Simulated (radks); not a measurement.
Values are calculated unless marked as measured or tabulated.
Task: The lithium anion Li-, [He] 2s2, held by a Watson sphere: a shell of charge +1 at radius R that stands for the Madelung well of a crystal (potential energy -1/R inside, -1/r outside, in hartree with lengths in bohr). Level of theory: scalar-relativistic Kohn-Sham, LB94 model potential, spin-polarised, spherical densities, point nucleus (a radial shooting solver on a logarithmic mesh with Libxc functionals). Response by self-consistent Sternheimer equations with the Hartree and adiabatic LDA kernel, the relativistic mass of each level held fixed and spin-orbit coupling left out. The sphere does not respond.

| R (bohr) | e(1s) (eV) | e(2s) (eV) | <r> 2s (bohr) | sum of <r^2> (bohr^2) | X-ray form factor at sin(theta)/lambda = 0.2 1/angstrom | alpha (bohr^3) |
|---|---|---|---|---|---|---|
| 2.52 | -62.977 | -6.713 | 3.440 | 28.80 | 1.750 | 107.2 |
| 2.98 | -62.331 | -6.342 | 3.624 | 31.82 | 1.737 | 127.4 |
| 3.04 | -62.271 | -6.294 | 3.648 | 32.22 | 1.736 | 130.3 |
| 3.51 | -61.908 | -5.936 | 3.827 | 35.41 | 1.733 | 154.6 |
| 3.73 | -61.782 | -5.778 | 3.907 | 36.90 | 1.734 | 167.0 |

Estimate the row for R = 3.77 bohr.

Result: e(1s) (eV) -61.762; e(2s) (eV) -5.750; <r> 2s (bohr) 3.921; sum of <r^2> (bohr^2) 37.17; X-ray form factor at sin(theta)/lambda = 0.2 1/angstrom 1.734; alpha (bohr^3) 169.3.
